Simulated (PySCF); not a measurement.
GeHO, SMILES [Ge]=[OH+] (connectivity only; charge and spin as stated), charge +1, multiplicity 1.

Coordinates come from a PBE0-D3(BJ)/def2-TZVP optimisation. The isomer is the one that the SMILES or the coordinates give; other isomers of the formula were not compared.

Two levels are set side by side: PBE/def2-TZVPD (PySCF) and B3LYP/def2-TZVPD (PySCF). Same geometry, gas phase. Differences are taken from unrounded values.

```
quantity                        PBE
---------------------------  ------
orbital gap (eV)               5.87
highest occupied level (eV)  -15.48
lowest empty level (eV)       -9.61
mean polarisability (bohr³)    24.7
```

These are the PBE values. What does B3LYP give? (The exact figures need the calculation; the answer reports its results.)


```json
[
 {"quantity": "orbital gap (eV)", "B3LYP": "7.73", "PBE minus B3LYP": "-1.86"},
 {"quantity": "highest occupied level (eV)", "B3LYP": "-16.75", "PBE minus B3LYP": "1.28"},
 {"quantity": "lowest empty level (eV)", "B3LYP": "-9.03", "PBE minus B3LYP": "-0.58"},
 {"quantity": "mean polarisability (bohr³)", "B3LYP": "24.1", "PBE minus B3LYP": "0.6"}
]
```

Without exact exchange PBE keeps part of each electron's self-repulsion, which lifts occupied levels and narrows the gap. Differences between two approximate levels are no errors against the true value.

Rough cost on one machine, each run with all the roots and properties that it gave: B3LYP against PBE within a factor of 2.
